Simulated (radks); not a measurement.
All-electron atom: Pt I in [Xe] 4f14 5d9 6s1. Calculated with a radial shooting solver on a logarithmic mesh with Libxc functionals: scalar-relativistic Kohn-Sham, LDA (Slater exchange, VWN5 correlation), spin-polarised, spherical densities, finite nucleus; open shells are filled with parallel spins first (spin-orbit coupling, left out, can overturn this in heavy ions); Fermi nuclear charge, rms radius 5.427 fm; hard spherical wall at 6 bohr.

Normalised radial functions P(r) = r R(r), r in bohr:

| r | 5p up | 5p down | 6s up |
|---|---|---|---|
| 0.00115 | 0.0028 | 0.0028 | 0.0268 |
| 0.001771 | 0.0058 | 0.0058 | 0.0361 |
| 0.002728 | 0.0118 | 0.0118 | 0.0469 |
| 0.004236 | 0.0240 | 0.0241 | 0.0580 |
| 0.006524 | 0.0474 | 0.0475 | 0.0646 |
| 0.01013 | 0.0906 | 0.0908 | 0.0590 |
| 0.0156 | 0.1586 | 0.1590 | 0.0306 |
| 0.02423 | 0.2443 | 0.2450 | -0.0266 |
| 0.03732 | 0.2882 | 0.2889 | -0.0879 |
| 0.05748 | 0.1743 | 0.1747 | -0.0865 |
| 0.08926 | -0.1645 | -0.1649 | 0.0351 |
| 0.1375 | -0.4067 | -0.4078 | 0.1432 |
| 0.2135 | -0.0034 | -0.0033 | -0.0138 |
| 0.3288 | 0.5864 | 0.5879 | -0.2048 |
| 0.5106 | 0.0749 | 0.0746 | 0.0700 |
| 0.7864 | -0.9515 | -0.9539 | 0.3186 |
| 1.211 | -0.9822 | -0.9821 | -0.0823 |
| 1.881 | -0.3728 | -0.3703 | -0.6105 |
| 2.897 | -0.0568 | -0.0558 | -0.6341 |
| 4.499 | -0.0024 | -0.0024 | -0.2725 |

5p up: eigenvalue -55.830 eV, 3 radial nodes at r = 0.0739, 0.214, 0.526 bohr, <r> = 1.11 bohr, 90 % of the charge inside 1.61 bohr. 5p down: eigenvalue -55.273 eV, 3 radial nodes at r = 0.0739, 0.214, 0.526 bohr, <r> = 1.10 bohr, 90 % of the charge inside 1.61 bohr. 6s up: eigenvalue -5.629 eV, 5 radial nodes at r = 0.0202, 0.0809, 0.209, 0.475, 1.14 bohr, <r> = 2.70 bohr, 90 % of the charge inside 3.92 bohr.
